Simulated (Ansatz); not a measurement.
Total energies of SnMe3(OiPr) (C6H16OSn) from Ansatz at revPBE-D4/def2-TZVP, gas phase (1 Eh = 27.2114 eV = 2625.5 kJ/mol). The reference geometry is relaxed at r2SCAN-D4/def2-SVP.

```xyz
24

Sn    0.235   -0.452    1.193
C     2.174    0.494    1.126
H     2.655    0.322    0.151
H     2.821    0.081    1.915
H     2.068    1.577    1.285
C    -0.842   -0.094    3.017
H    -0.391   -0.644    3.856
H    -1.884   -0.425    2.890
H    -0.837    0.982    3.246
C     0.291   -2.549    0.680
H    -0.682   -2.836    0.253
H     0.479   -3.158    1.577
H     1.078   -2.750   -0.060
O    -0.925    0.497   -0.151
C    -0.405    0.974   -1.375
C    -1.487    1.826   -2.025
C     0.034   -0.171   -2.286
H     0.482    1.626   -1.195
H    -2.376    1.206   -2.226
H    -1.139    2.265   -2.974
H    -1.785    2.639   -1.347
H     0.847   -0.760   -1.826
H    -0.815   -0.852   -2.468
H     0.403    0.199   -3.257
```

| state | geometry | energy (Eh) |
| --- | --- | --- |
| charge 0 singlet | reference | -527.93419 |
| charge 1 doublet | reference | -527.62872 |
| charge -1 doublet | reference | -527.89095 |
| free Sn atom (triplet) | – | -214.30325 |
| free C atom (triplet) | – | -37.84560 |
| free H atom (doublet) | – | -0.50412 |
| free O atom (triplet) | – | -75.07119 |

In the def2 sets Sn takes a core potential; there is no spin–orbit coupling.

Problem. Work out the vertical ionisation energy to the doublet.

Solution. E(charge 1 doublet) − E(charge 0 singlet) = -527.62872 − (-527.93419) = 0.30547 Eh = 8.31 eV. For comparison, −ε of the highest occupied level is 5.39 eV at this level, 2.92 eV less.

Problem. Work out the vertical electron affinity, to the doublet.

Solution. E(charge 0 singlet) − E(charge -1 doublet) = -527.93419 − (-527.89095) = -0.04324 Eh = -1.18 eV; negative, so the extra electron isn't bound. The basis lacks diffuse functions, which makes affinities too small.

Problem. Give the fundamental gap IE − EA, the Mulliken electronegativity (IE + EA)/2 and the hardness (IE − EA)/2.

Solution. From the values in Eh: IE − EA = 0.30547 − (-0.04324) = 0.34871 Eh = 9.49 eV; (IE + EA)/2 = 3.57 eV; (IE − EA)/2 = 4.74 eV. The HOMO–LUMO gap of the same run is 4.91 eV, 4.58 eV smaller than the fundamental gap.

Problem. What is the binding energy per atom against free atoms?

Solution. Atoms: 1 × (-214.30325) + 6 × (-37.84560) + 16 × (-0.50412) + 1 × (-75.07119) = -524.51396 Eh. Binding: -524.51396 − (-527.93419) = 3.42023 Eh = 93.07 eV, or 3.88 eV for each of 24 atoms (no zero-point energy, no counterpoise term).

At revPBE-D4/def2-TZVP the highest occupied level of the charge -1 doublet lies above zero (up to 3.02 eV). By energy differences it is unbound by 1.18 eV (vertical, against the charge 0 singlet, at revPBE-D4/def2-TZVP) and held by the finite basis.
